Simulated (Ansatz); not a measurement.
Reaction (formal exchange of groups at the Si–Si bond): `C[SiH2][SiH]([AlH2])Cl` + `CC(O)F` → `C[SiH2]C(O)F` + `C[SiH]([AlH2])Cl`

Program: Ansatz. Geometries: PBE0-D4/def2-TZVP. ΔE: electronic, gas phase. CCSD(T)/CBS is the MP2 limit (def2-TZVPP, def2-QZVPP) plus CCSD(T) − MP2 in def2-TZVPP, frozen cores. DFT in def2-TZVPP. B3LYP here is the variant with VWN-RPA as its local correlation; programs differ in this. Each species was taken in one conformer, which may not be the lowest.

```csv
level,ΔE (kJ/mol),difference from CCSD(T)/CBS
PBE-D4,21.5,7.3
r2SCAN-D4,17.2,3.0
B3LYP-D4,12.4,-1.8
ωB97X-V,13.3,-0.9
r2SCAN,16.9,2.7
B3LYP,11.2,-3.0
HF/def2-TZVPP,13.1,-1.1
MP2/def2-TZVPP,10.7,-3.5
CCSD/def2-TZVPP,14.4,0.2
CCSD(T)/def2-TZVPP,15.1,0.9
HF/def2-QZVPP,12.5,-1.7
MP2/def2-QZVPP,10.0,-4.2
SCS-MP2/def2-QZVPP,9.0,-5.2
HF/CBS(def2),12.4,-1.8
MP2/CBS(def2),9.8,-4.4
CCSD/CBS(def2),13.5,-0.7
CCSD(T)/CBS,14.2,0
```

Largest T1 diagnostic among the species: 0.012.
